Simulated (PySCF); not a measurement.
Two species compared at the same levels of theory.

First species: C6H7ClF2O.
Numbering: `[F:1][CH:2]([F:3])[C@@H:4]1[O:5][C@H:6]1/[CH:7]=[CH:8]\[CH2:9][Cl:10]` (hydrogens: H11 on C2; H12 on C4; H13 on C6; H14 on C7; H15 on C8; H16, H17 on C9)

Second species: CH6BrGe2NSi.
SMILES: `N#C[Si@H](Br)[GeH2][GeH3]`

Levels: CAM-B3LYP/def2-SVPD for dipole moment, HOMO energy, LUMO energy, HOMO–LUMO gap, static isotropic polarisability and electronic spatial extent ⟨r²⟩ about the centre of nuclear charge; TDDFT CAM-B3LYP/def2-SVPD for lowest singlet excitation; TDA CAM-B3LYP/def2-SVPD for lowest triplet excitation (Tamm–Dancoff); ΔSCF CAM-B3LYP/def2-SVPD for vertical ionisation energy; PBE0-D3(BJ)/def2-SVP for rotational constant A and rotational constant C. Geometries: PBE0-D3(BJ)/def2-SVP. All species are isolated and taken at one optimised geometry, non-relativistic unless stated. Electronic properties by PySCF.

Dipoles, sizes and rotational constants follow the conformer. The torsions of the flexible species, by atom-mapped SMILES:
- `[F:1][CH:2]([F:3])[C@@H:4]1[O:5][C@H:6]1/[CH:7]=[CH:8]\[CH2:9][Cl:10]`: F1–C2–C4–O5 -92°, O5–C6–C7–C8 178°, C7–C8–C9–Cl10 84°
- `[N:1]#[C:2][Si@H:3]([Br:4])[GeH2:5][GeH3:6]`: C2–Si3–Ge5–Ge6 55°

```
                                                         property    column X    column Y
                                                    dipole moment      2.15 D      3.47 D
                                                      HOMO energy    -9.20 eV    -9.44 eV
                                                      LUMO energy    -0.18 eV    -0.54 eV
                                                    HOMO–LUMO gap     9.02 eV     8.90 eV
                                        lowest singlet excitation     6.16 eV     5.71 eV
                         lowest triplet excitation (Tamm–Dancoff)     3.87 eV     5.27 eV
                                  static isotropic polarisability     90.5 au    129.0 au
                                       vertical ionisation energy     9.92 eV    10.09 eV
electronic spatial extent ⟨r²⟩ about the centre of nuclear charge  2225 bohr²  2575 bohr²
                                            rotational constant A   1.887 GHz   0.966 GHz
                                            rotational constant C   0.471 GHz   0.428 GHz
```

Task: Which column belongs to which species?

Result: Column X is the first species and column Y the second. The first has 17 atoms and 86 electrons, the second 12 and 132.

Task: How does each property change from the first species to the second?

Result: dipole moment +1.32 D; HOMO energy -0.24 eV; LUMO energy -0.36 eV; HOMO–LUMO gap -0.12 eV; lowest singlet excitation -0.45 eV; lowest triplet excitation (Tamm–Dancoff) +1.40 eV; static isotropic polarisability +38.5 au; vertical ionisation energy +0.17 eV; electronic spatial extent ⟨r²⟩ about the centre of nuclear charge +350 bohr²; rotational constant A -0.921 GHz; rotational constant C -0.043 GHz.

On the first: A dipole of 2.15 D is allowed in C1, and pure rotational transitions are dipole-allowed. The polarisability is 13.41 Å³ as a volume (1 au = 0.148185 Å³), or 1.05 au for each of the 86 electrons.

On the second: The principal polarisabilities are 122.4, 125.2 and 139.5 au; their mean is the isotropic value. The calculation is non-relativistic and has no spin–orbit coupling, an omission that weighs most on bromine and germanium.
